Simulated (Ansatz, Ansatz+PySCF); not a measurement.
```
atom    x (Å)    y (Å)    z (Å)
   C   0.0306   0.0043  -0.0393
   H   0.6607   0.6198   0.6738
   H   0.6828  -0.6375  -0.6444
   H  -0.5955   0.6169  -0.6070
   H  -0.6741  -0.6232   0.6061
```

Basis set: def2-SVP (spherical functions). Correlated methods keep 1 orbital frozen. Charge 0, multiplicity 1.

Computed with Ansatz (development build ahead of 0.2.0); each method stands on the lowest determinant of its kind that the runs found. Restricted open shells among the atoms or ions are ROHF, correlated in semicanonical orbitals with singles. Restricted functionals stand beside restricted open-shell atoms, which can lie above the unrestricted atoms usual in DFT and then raise those values.

Problem. Give the atomization energy at this shape (free ground-state atoms in the same class of orbitals less the molecule, no zero-point energy) of singlet CH4 by ωB97X (unrestricted), ωB97X (restricted), r²SCAN (restricted), r²SCAN (unrestricted), PBE0 (unrestricted), PBE0 (restricted), PBE (unrestricted), PBE (restricted), RHF-CCSD(T), RHF-MP2, RHF, UHF.

Solution.

```
               method  atomization energy
 ωB97X (unrestricted)            18.00 eV
   ωB97X (restricted)            18.08 eV
  r²SCAN (restricted)            18.12 eV
r²SCAN (unrestricted)            18.04 eV
  PBE0 (unrestricted)            18.01 eV
    PBE0 (restricted)            18.06 eV
   PBE (unrestricted)            18.09 eV
     PBE (restricted)            18.12 eV
          RHF-CCSD(T)            17.42 eV
              RHF-MP2            17.24 eV
                  RHF            14.30 eV
                  UHF            14.19 eV
```
